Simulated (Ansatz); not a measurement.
These are r2SCAN-D4/def2-SVP (Ansatz, a quantum-chemistry and plane-wave program) values and carry that method's errors. No frequencies were computed at this level.

Ansatz 0.2 input:
```yaml
crystal:
  periodic: [false, false, false]
  atoms:
    - { symbol: V, position_ang: [-0.121502, -0.0572, 0.101994] }
    - { symbol: F, position_ang: [-0.733292, -1.528887, -0.64301] }
    - { symbol: N, position_ang: [-0.120837, -0.588235, 1.787987] }
    - { symbol: H, position_ang: [0.627058, -1.115637, 2.229225] }
    - { symbol: H, position_ang: [-0.923149, -0.540922, 2.409274] }
    - { symbol: N, position_ang: [1.36185, -0.376363, -0.880814] }
    - { symbol: H, position_ang: [2.192096, 0.197934, -0.9818] }
    - { symbol: H, position_ang: [1.376598, -1.1349, -1.555299] }
    - { symbol: N, position_ang: [0.494146, 1.54942, 0.472232] }
    - { symbol: H, position_ang: [0.740764, 1.908745, 1.38987] }
    - { symbol: H, position_ang: [0.674366, 2.293943, -0.200614] }
    - { symbol: N, position_ang: [-1.625761, 0.700279, -0.5555] }
    - { symbol: H, position_ang: [-1.914099, 1.67253, -0.52417] }
    - { symbol: H, position_ang: [-2.242678, 0.170983, -1.163883] }
basis:
  gaussian: { orbitals: def2-svp }
hamiltonian:
  xc: r2scan
  dispersion: d4
relax:
  max_steps: 150
```

Output:

```
Functional definition: r2SCAN
1682 factors; their error is unknown
mean field evaluation 1: about -34453.9729 eV, gradient 1.2e2 eV
mean field evaluation 2: about -34042.4765 eV, gradient 4.2e2 eV
mean field evaluation 4: about -34439.9317 eV, gradient 1.7e2 eV
mean field evaluation 8: about -34456.3652 eV, gradient 1.0e2 eV
mean field evaluation 16: about -34482.8838 eV, gradient 1.1e-5 eV
mean field -34482.88379141 eV, -1267.2226059962 hartree, gradient 1.1e-5 eV, S^2 0.000000; 0 other end points of the search recorded, 0 dependent functions left out
reference -34482.88382300 eV, -1267.2226071569 hartree; 34, 34 occupied and 107, 107 virtual orbitals, 1682 factors
relax step   1: F+E_penalty+E_count = -34482.96643286 eV  Δ(F+E_penalty+E_count) = +0.000e0 eV  max|allowed force component| = 3.111e0 eV/Å  Δτ_max = 0.0000 Å  (54 SCF iters, accepted)
these checks for a lower state are left out or cut short: starts, cluster_reference, orbital_swaps, neighbouring_geometries, increment
1682 factors; their error is unknown
mean field -34483.18121708 eV, -1267.2335361878 hartree, gradient 2.3e-5 eV, S^2 0.000000; 0 other end points of the search recorded, 0 dependent functions left out
reference -34483.18124906 eV, -1267.2335373631 hartree; 34, 34 occupied and 107, 107 virtual orbitals, 1682 factors
relax step   2: F+E_penalty+E_count = -34483.26233597 eV  Δ(F+E_penalty+E_count) = -2.959e-1 eV  max|allowed force component| = 1.274e0 eV/Å  Δτ_max = 0.0578 Å  (36 SCF iters, accepted)
these checks for a lower state are left out or cut short: starts, cluster_reference, orbital_swaps, neighbouring_geometries, increment
1682 factors; their error is unknown
mean field -34483.24681631 eV, -1267.2359469153 hartree, gradient 1.6e-5 eV, S^2 0.000000; 0 other end points of the search recorded, 0 dependent functions left out
reference -34483.24684853 eV, -1267.2359480994 hartree; 34, 34 occupied and 107, 107 virtual orbitals, 1682 factors
relax step   3: F+E_penalty+E_count = -34483.32712488 eV  Δ(F+E_penalty+E_count) = -6.479e-2 eV  max|allowed force component| = 2.172e-1 eV/Å  Δτ_max = 0.0522 Å  (35 SCF iters, accepted)
these checks for a lower state are left out or cut short: starts, cluster_reference, orbital_swaps, neighbouring_geometries, increment
1682 factors; their error is unknown
mean field evaluation 32: about -34483.3112 eV, gradient 3.3e-2 eV
mean field -34483.25289941 eV, -1267.2361704651 hartree, gradient 6.6e-6 eV, S^2 0.000000; 0 other end points of the search recorded, 0 dependent functions left out
reference -34483.25293148 eV, -1267.2361716434 hartree; 34, 34 occupied and 107, 107 virtual orbitals, 1682 factors
relax step   4: F+E_penalty+E_count = -34483.33314973 eV  Δ(F+E_penalty+E_count) = -6.025e-3 eV  max|allowed force component| = 8.008e-2 eV/Å  Δτ_max = 0.0286 Å  (37 SCF iters, accepted)
these checks for a lower state are left out or cut short: starts, cluster_reference, orbital_swaps, neighbouring_geometries, increment
1682 factors; their error is unknown
mean field -34483.25575965 eV, -1267.2362755769 hartree, gradient 6.7e-6 eV, S^2 0.000000; 0 other end points of the search recorded, 0 dependent functions left out
reference -34483.25579167 eV, -1267.2362767538 hartree; 34, 34 occupied and 107, 107 virtual orbitals, 1682 factors
relax step   5: F+E_penalty+E_count = -34483.33603528 eV  Δ(F+E_penalty+E_count) = -2.886e-3 eV  max|allowed force component| = 1.121e-1 eV/Å  Δτ_max = 0.0387 Å  (37 SCF iters, accepted)
these checks for a lower state are left out or cut short: starts, cluster_reference, orbital_swaps, neighbouring_geometries, increment
1682 factors; their error is unknown
mean field -34483.25646267 eV, -1267.2363014125 hartree, gradient 6.2e-6 eV, S^2 0.000000; 0 other end points of the search recorded, 0 dependent functions left out
reference -34483.25649467 eV, -1267.2363025885 hartree; 34, 34 occupied and 107, 107 virtual orbitals, 1682 factors
relax step   6: F+E_penalty+E_count = -34483.33674177 eV  Δ(F+E_penalty+E_count) = -7.065e-4 eV  max|allowed force component| = 7.887e-2 eV/Å  Δτ_max = 0.0263 Å  (36 SCF iters, accepted)
these checks for a lower state are left out or cut short: starts, cluster_reference, orbital_swaps, neighbouring_geometries, increment
1682 factors; their error is unknown
mean field -34483.25724579 eV, -1267.2363301914 hartree, gradient 5.8e-6 eV, S^2 0.000000; 0 other end points of the search recorded, 0 dependent functions left out
reference -34483.25727767 eV, -1267.2363313630 hartree; 34, 34 occupied and 107, 107 virtual orbitals, 1682 factors
relax step   7: F+E_penalty+E_count = -34483.33754515 eV  Δ(F+E_penalty+E_count) = -8.034e-4 eV  max|allowed force component| = 4.155e-2 eV/Å  Δτ_max = 0.0183 Å  (36 SCF iters, accepted)
these checks for a lower state are left out or cut short: starts, cluster_reference, orbital_swaps, neighbouring_geometries, increment
1682 factors; their error is unknown
mean field evaluation 64: about -34483.2574 eV, gradient 6.5e-6 eV
mean field -34483.25740254 eV, -1267.2363359522 hartree, gradient 6.5e-6 eV, S^2 0.000000; 0 other end points of the search recorded, 0 dependent functions left out
reference -34483.25743443 eV, -1267.2363371238 hartree; 34, 34 occupied and 107, 107 virtual orbitals, 1682 factors
relax step   8: F+E_penalty+E_count = -34483.33770827 eV  Δ(F+E_penalty+E_count) = -1.631e-4 eV  max|allowed force component| = 1.045e-2 eV/Å  Δτ_max = 0.0055 Å  (38 SCF iters, accepted)
these checks for a lower state are left out or cut short: starts, cluster_reference, orbital_swaps, neighbouring_geometries, increment
1682 factors; their error is unknown
mean field -34483.25743429 eV, -1267.2363371187 hartree, gradient 1.3e-5 eV, S^2 0.000000; 0 other end points of the search recorded, 0 dependent functions left out
reference -34483.25746617 eV, -1267.2363382904 hartree; 34, 34 occupied and 107, 107 virtual orbitals, 1682 factors
relax step   9: F+E_penalty+E_count = -34483.33773113 eV  Δ(F+E_penalty+E_count) = -2.286e-5 eV  max|allowed force component| = 4.549e-3 eV/Å  Δτ_max = 0.0034 Å  (28 SCF iters, accepted)
1682 factors; their error is unknown
mean field -34483.25743429 eV, -1267.2363371187 hartree, gradient 1.4e-5 eV, S^2 0.000000; 1 other end points of the search recorded, 0 dependent functions left out
reference -34483.25746617 eV, -1267.2363382904 hartree; 34, 34 occupied and 107, 107 virtual orbitals, 1682 factors
Total energy: -34483.33776302 eV, -1267.2392891451 hartree
Atom 0 at    -0.124212    -0.062406     0.088140 Å, force     0.002222     0.003823     0.002405 eV/Å
Atom 1 at    -0.738313    -1.494501    -0.811641 Å, force    -0.002804    -0.004549    -0.003225 eV/Å
Atom 2 at    -0.128148    -0.612890     1.820779 Å, force     0.000823     0.000723     0.000835 eV/Å
Atom 3 at     0.621540    -1.165948     2.232572 Å, force    -0.000071    -0.000075    -0.000455 eV/Å
Atom 4 at    -0.957455    -0.594421     2.411868 Å, force    -0.000440    -0.000242    -0.001115 eV/Å
Atom 5 at     1.455885    -0.458995    -0.814715 Å, force     0.001212     0.000417    -0.001024 eV/Å
Atom 6 at     2.233360     0.182111    -0.945345 Å, force    -0.000986    -0.000123     0.000313 eV/Å
Atom 7 at     1.417768    -1.182883    -1.531553 Å, force    -0.000698     0.000100     0.001023 eV/Å
Atom 8 at     0.527493     1.653001     0.419677 Å, force     0.001935     0.001826     0.001896 eV/Å
Atom 9 at     0.756298     1.984428     1.354149 Å, force    -0.000752    -0.000390     0.000123 eV/Å
Atom 10 at     0.707383     2.376933    -0.275534 Å, force    -0.000179    -0.000837    -0.000943 eV/Å
Atom 11 at    -1.737497     0.688655    -0.461579 Å, force    -0.001497     0.001221    -0.000168 eV/Å
Atom 12 at    -1.945260     1.683155    -0.480307 Å, force     0.000578    -0.001296    -0.000211 eV/Å
Atom 13 at    -2.303283     0.155451    -1.121020 Å, force     0.000657    -0.000600     0.000548 eV/Å
Dipole moment:     0.227055     0.542730     0.281576 e Å
```

Cost: roughly 110 core-seconds.
